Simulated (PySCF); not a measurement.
**How methods differ on the ionisation energy of Sb**

Sb [Kr] 4d10 5s2 5p3 (4S) → Sb⁺ [Kr] 4d10 5s2 5p2 (3P), as a difference of total energies. All numbers are calculated (PySCF 2.14, a scalar-relativistic core potential, in def2-TZVP with the def2 core potential (28 electrons)). Correlated levels: valence: 4s2 4p6 4d10 frozen. The calculations carry no spin-orbit coupling.

```csv
method,ionisation energy (eV)
UHF,8.584
M06-2X,8.961
B3LYP,8.935
MP2 (valence),8.986
SCS-MP2 (valence),8.864
CCSD (valence),8.971
CCSD(T) (valence),8.999
```

How much does correlation contribute at CCSD(T) (valence)?

8.999 − (8.584) = 0.415 eV, measured against UHF.

Errors of the correlated levels include the incompleteness of this basis and the frozen core.

For comparison: 9.124 eV (measured; NIST levels, between the centres of gravity of the two terms).
